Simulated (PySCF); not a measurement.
SMILES [O]=[Os](=[O])(=[O])=[O] (O4Os) at its PBE0/def2-SVP optimised geometry (Å):

```
5

Os    -0.5642    -0.7981     0.0000
O     -1.1290    -1.5961     1.3822
O     -1.1289     0.7981     0.0000
O     -1.1281    -1.5970    -1.3821
O      1.1289    -0.7981     0.0000
```

Level of theory: PySCF with PBE0/def2-TZVP, def2 effective core potentials past Kr. The core electrons that the potentials of Os replace are not part of the density. Cells within 0.4 Å of a nucleus heavier than hydrogen are left out (blank, or x).

Map of the deformation density (molecule minus spherical neutral atoms) (e/bohr³) on the plane z = 1.2 Å:

```
|222222222222222222222222222|
|222222222222222222222222222|
|222222222222222222222222222|
|222222222222222222222222222|
|222222222222222222222222222|
|222222222222222222222222222|
|222222222222222222222222222|
|222222222222222222222222222|
|222222222222222222222222222|
|222222222222222222222222222|
|222222222222222222222222222|
|222222222222111222222222222|
|222222111111111122222222222|
|222222111110011122222222222|
|222221111100001122222222222|
|222221222210001122222222222|
|222222235653101122222222222|
|222222357996311122222222222|
|22222235xx88421112222222222|
|22222236xxx7421112222222222|
|222222249x75321112222222222|
|222222234543221122222222222|
|222222222222222222222222222|
|222222222222222222222222222|
|222222222222222222222222222|
|222222222222222222222222222|
|222222222222222222222222222|
```
Scale: ten equal steps from -0.012 (start of '0') to 0.041 (end of '9'), in the order '0123456789'; x runs from -3.50 to 3.50, y from -3.50 (bottom) to 3.50 (top).
